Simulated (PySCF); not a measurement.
C4H4Cl2.

```xyz
10

Cl    -1.8672     0.0000     0.9726
C     -0.6722     0.0000    -0.2566
C      0.6722     0.0000    -0.2566
Cl     1.8672     0.0000     0.9726
C      0.7859     0.0000    -1.7655
C     -0.7859     0.0000    -1.7655
H      1.2475     0.9002    -2.2011
H      1.2475    -0.9002    -2.2011
H     -1.2475    -0.9002    -2.2011
H     -1.2475     0.9002    -2.2011
```

Geometry optimised at B3LYP-D3(BJ)/def2-SVP.

Method: PBE/pcSseg-1 in PySCF. Non-relativistic, no solvent.

Computed absolute GIAO shielding of each atom: isotropic value and principal components (ppm):
| atom | σ(iso) | σ11 | σ22 | σ33 | span |
|---|---|---|---|---|---|
| Cl1 | 678.3 | 419.3 | 681.6 | 934.1 | 514.9 |
| C2 | 45.1 | -36.7 | 78.1 | 93.8 | 130.5 |
| C3 | 45.1 | -36.7 | 78.1 | 93.8 | 130.5 |
| Cl4 | 678.3 | 419.3 | 681.6 | 934.1 | 514.9 |
| C5 | 141.9 | 131.9 | 139.1 | 154.8 | 22.9 |
| C6 | 141.9 | 131.9 | 139.1 | 154.8 | 22.9 |
| H7 | 28.6 | 25.7 | 26.3 | 33.8 | 8.1 |
| H8 | 28.6 | 25.7 | 26.3 | 33.8 | 8.1 |
| H9 | 28.6 | 25.7 | 26.3 | 33.8 | 8.1 |
| H10 | 28.6 | 25.7 | 26.3 | 33.8 | 8.1 |
